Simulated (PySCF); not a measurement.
**Solvent effects on NMR parameters**

Atom-mapped SMILES (the numbers label the heavy atoms): `[CH3:1][C@@H:2]1[C@H:3]([SiH3:4])[P@@:5]1(=[O:6])[C:7]([F:8])([F:9])[F:10]` (H(Xn): hydrogen on atom n).

GIAO PBE0/pcSseg-1 in PySCF 2.14 on one PBE0-D3(BJ)/def2-SVP conformer, non-relativistic, equivalent nuclei averaged. Solvents enter as an IEF-PCM continuum (tetrahydrofuran with ε = 7.4, water with ε = 78.4) around the gas-phase geometry. Shifts are referred to TMS, CFCl3 computed in the same medium.

Gas phase, δ in ppm: C7 128.8, C2 21.2, C1 10.1, C3 8.7, Si4 -77.5, F8/F9/F10 -78.5, H(Si4) 4.16, H(C2) 1.79, H(C1) 1.53, H(C3) 1.17. Dipole moment 3.82 D.

Task: How does each δ change in the continuum?

Result: 
| atoms | environment | Δδ, tetrahydrofuran | Δδ, water |
| --- | --- | --- | --- |
| C7 | CF3 carbon | +1.2 | +1.5 |
| C2 | three-membered-ring carbon | +2.7 | +3.4 |
| C1 | methyl carbon | +0.4 | +0.6 |
| C3 | three-membered-ring carbon | +2.3 | +3.0 |
| Si4 | silicon bonded to C, 3 H | +0.2 | +0.2 |
| F8/F9/F10 | fluorine of a CF3 group | +2.2 | +2.7 |
| H(Si4) | hydrogen on a silicon bonded to C | -0.04 | -0.06 |
| H(C2) | hydrogen on a three-membered-ring carbon | +0.37 | +0.47 |
| H(C1) | hydrogen on a methyl carbon | +0.06 | +0.06 |
| H(C3) | hydrogen on a three-membered-ring carbon | +0.41 | +0.53 |

Changes are relative to the gas phase. The dipole moment becomes 4.87 D in tetrahydrofuran, 5.17 D in water.

Task: Which of the listed nuclei move most (in ppm), and what does the model miss? (N and O are left out, as their reference compounds move with the solvent too.)

Result: C2 (three-membered-ring carbon, +3.4 ppm) in water. A continuum only polarises the solute; specific hydrogen bonds, the anisotropy of aromatic solvents and changes of geometry or conformer are outside it.
